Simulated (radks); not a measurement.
Task: These are the eigenvalues of the occupied orbitals of an atom or ion with whole-number occupations (Ry). Calculated with a radial shooting solver on a logarithmic mesh with Libxc functionals: Dirac Kohn-Sham, PBE, spin-unpolarised, spherical densities, point nucleus.

1s1/2: -2228.120
2s1/2: -340.7993
2p1/2: -318.9630
2p3/2: -300.4540
3s1/2: -68.56963
3p1/2: -59.64609
3p3/2: -56.23056
3d3/2: -40.47918
3d5/2: -39.76938
4s1/2: -13.09649
4p1/2: -10.07829
4p3/2: -9.44627
4d3/2: -4.66778
4d5/2: -4.57527
5s1/2: -2.85881

Which element is it, and in what charge state? The configuration may be excited. Open shells, if any, are shared by 2j + 1.

Result: Z = 51, antimony, charge +3: Sb3+ in [Kr] 4d10 5s2. The list shows which subshells hold electrons but not how many an open one holds; the 1s level, -1114.1 hartree, gives Z - s = 47.2 by -(Z - s)^2/2, which with screening and relativity narrows Z to a few neighbours, and the depths of the outer levels then fix element, charge and occupations together.
